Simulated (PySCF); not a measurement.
C7H12Ge.
SMILES with atom numbers: `[CH3:1][C:2]#[C:3][C@H:4]1[CH2:5][CH2:6][GeH2:7][CH2:8]1` (hydrogens: H9, H10, H11 on C1; H12 on C4; H13, H14 on C5; H15, H16 on C6; H17, H18 on Ge7; H19, H20 on C8)

A GFN2-xTB structure was refined with PBE0-D3(BJ)/def2-SVP geometry optimisation, gas phase (PySCF 2.14.0). Its GFN2-xTB values:

```json
{"coordinate": "C1–C2", "GFN2-xTB": "1.475 Å"}
{"coordinate": "C2≡C3", "GFN2-xTB": "1.214 Å"}
{"coordinate": "C3–C4", "GFN2-xTB": "1.397 Å"}
{"coordinate": "C4–C5", "GFN2-xTB": "1.558 Å"}
{"coordinate": "C4–H12", "GFN2-xTB": "1.096 Å"}
{"coordinate": "C5–C6", "GFN2-xTB": "1.530 Å"}
{"coordinate": "C5–H13", "GFN2-xTB": "1.072 Å"}
{"coordinate": "C5–H14", "GFN2-xTB": "1.102 Å"}
{"coordinate": "C6–Ge7", "GFN2-xTB": "1.978 Å"}
{"coordinate": "C6–H15", "GFN2-xTB": "1.088 Å"}
{"coordinate": "C6–H16", "GFN2-xTB": "1.084 Å"}
{"coordinate": "Ge7–C8", "GFN2-xTB": "1.988 Å"}
{"coordinate": "Ge7–H17", "GFN2-xTB": "1.505 Å"}
{"coordinate": "Ge7–H18", "GFN2-xTB": "1.520 Å"}
{"coordinate": "C8–H19", "GFN2-xTB": "1.092 Å"}
{"coordinate": "C8–H20", "GFN2-xTB": "1.080 Å"}
{"coordinate": "C1–C2–C3", "GFN2-xTB": "178.8°"}
{"coordinate": "C2–C3–C4", "GFN2-xTB": "177.6°"}
{"coordinate": "C3–C4–C5", "GFN2-xTB": "112.2°"}
{"coordinate": "C3–C4–C8", "GFN2-xTB": "112.0°"}
{"coordinate": "C4–C5–C6", "GFN2-xTB": "109.5°"}
{"coordinate": "C4–C8–Ge7", "GFN2-xTB": "103.6°"}
{"coordinate": "C5–C4–C8", "GFN2-xTB": "107.8°"}
{"coordinate": "C6–Ge7–C8", "GFN2-xTB": "92.6°"}
{"coordinate": "C3–C4–C8–Ge7", "GFN2-xTB": "-163°"}
{"coordinate": "C4–C5–C6–Ge7", "GFN2-xTB": "-39°"}
{"coordinate": "C5–C6–Ge7–C8", "GFN2-xTB": "14°"}
```

Question: How do these coordinates change at the PBE0-D3(BJ)/def2-SVP level?

Answer: 
```
  coordinate  PBE0-D3(BJ)/def2-SVP (Å or °)  change
       C3–C4                          1.460  +0.063
     Ge7–H17                          1.541  +0.036
      C5–H13                          1.102  +0.030
     Ge7–H18                          1.542  +0.022
       C1–C2                          1.454  -0.021
      C8–H20                          1.099  +0.019
      Ge7–C8                          1.971  -0.017
      C6–H16                          1.099  +0.015
       C4–C5                          1.544  -0.014
      C6–H15                          1.102  +0.014
      C4–H12                          1.107  +0.011
      C8–H19                          1.101  +0.009
      C6–Ge7                          1.974  -0.004
      C5–H14                          1.104  +0.002
       C2≡C3                          1.213  -0.001
       C5–C6                          1.531  +0.001
    C2–C3–C4                          178.9    +1.3
    C5–C4–C8                          108.8    +1.0
    C1–C2–C3                          179.7    +0.9
    C3–C4–C8                          112.9    +0.9
   C6–Ge7–C8                           93.1    +0.5
    C3–C4–C5                          112.6    +0.4
   C4–C8–Ge7                          103.3    -0.3
    C4–C5–C6                          109.7    +0.2
C4–C5–C6–Ge7                            -38      +1
C3–C4–C8–Ge7                           -164      -1
C5–C6–Ge7–C8                             13      -1
```

The energy falls by 21.0 kJ/mol over 7 energy and gradient evaluations, the largest force component goes from 0.0506 to 2.8e-04 Eh/bohr, and the atoms move by 0.054 Å rms after alignment. The bond that changes most is C3–C4 (alkyne carbon to propargylic carbon), which lengthens by 0.063 Å. Bonds longer at the end by more than 0.005 Å: 11 of 20; shorter: 3. Rotational constants go from 4245, 580.2, 529.2 to 4274, 569.5, 520.0 MHz.

The run used 190 basis functions and 43 SCF cycles in all. Hardware: one thread of an Arm Neoverse V1, shared host with 32 logical CPUs at a one-minute load of 26. Cost: 2.6 min of wall time, 0.89 GiB resident at most.

Not checked by PBE0-D3(BJ)/def2-SVP frequencies. One conformer, not necessarily the lowest.
